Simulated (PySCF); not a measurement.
# Correlation energy of Se²⁺ (selenium, charge +2)

[Ar] 3d10 4s2 4p2, high-spin 3P determinant. Calculation: PySCF 2.14, in cc-pVDZ-DK; the spin-free X2C one-electron Hamiltonian (Gaussian nucleus). Frozen: [Ar] 3d10; 4 electrons correlated.

MP2 pair energies summed by pair of shells (mhartree):

| pair | energy | share (%) |
| --- | --- | --- |
| 4s-4p | -26.35 | 60.8 |
| 4s-4s | -12.68 | 29.2 |
| 4p-4p | -4.34 | 10.0 |

Total MP2 correlation energy: -43.37 mhartree.

Same-spin part -6.90 and opposite-spin part -36.47 mhartree; SCS-MP2 scales them by 1/3 and 6/5 to -46.06 mhartree.

```
  level  correlation energy (mhartree)
   CCSD                         -59.90
    (T)                          -0.54
CCSD(T)                         -60.44
```

Diagnostics: T1 = 0.0057, D1 = 0.0159, largest double amplitude 0.094.

Cost of the coupled-cluster step: 0.12 s of wall time on 1 thread of Intel(R) Xeon(R) Platinum 8259CL CPU @ 2.50GHz (shared host), for 4 correlated electrons.

Iterations:

```
CC2 = 0
CCSD nocc = (np.int64(3), np.int64(1)), nmo = (13, 13)
frozen orbitals [[0, 1, 2, 3, 4, 5, 6, 7, 8, 9, 10, 11, 12, 13], [0, 1, 2, 3, 4, 5, 6, 7, 8, 9, 10, 11, 12, 13]]
max_cycle = 100
direct = 0
conv_tol = 1e-08
conv_tol_normt = 1e-06
diis_space = 8
diis_start_cycle = 0
Init t2, MP2 energy = -0.0433661145277083
Init E_corr(UCCSD) = -0.0433661145322881
cycle = 1  E_corr(UCCSD) = -0.0549510739632156  dE = -0.0115849594  norm(t1,t2) = 0.0422541
cycle = 2  E_corr(UCCSD) = -0.0582206150725028  dE = -0.00326954111  norm(t1,t2) = 0.0148434
cycle = 3  E_corr(UCCSD) = -0.0599134267916519  dE = -0.00169281172  norm(t1,t2) = 0.00611678
cycle = 4  E_corr(UCCSD) = -0.0598978876669446  dE = 1.55391247e-05  norm(t1,t2) = 0.000900106
cycle = 5  E_corr(UCCSD) = -0.0599053594954809  dE = -7.47182854e-06  norm(t1,t2) = 0.000109252
cycle = 6  E_corr(UCCSD) = -0.0599030902359716  dE = 2.26925951e-06  norm(t1,t2) = 1.23295e-05
cycle = 7  E_corr(UCCSD) = -0.0599038217452848  dE = -7.31509313e-07  norm(t1,t2) = 2.06569e-06
cycle = 8  E_corr(UCCSD) = -0.0599036387354546  dE = 1.8300983e-07  norm(t1,t2) = 5.14239e-07
cycle = 9  E_corr(UCCSD) = -0.0599036482986716  dE = -9.56321704e-09  norm(t1,t2) = 7.91983e-08
UCCSD converged
E(UCCSD) = -2426.940258561221  E_corr = -0.05990364829867165
UCCSD(T) correction = -0.00053946129310225
```
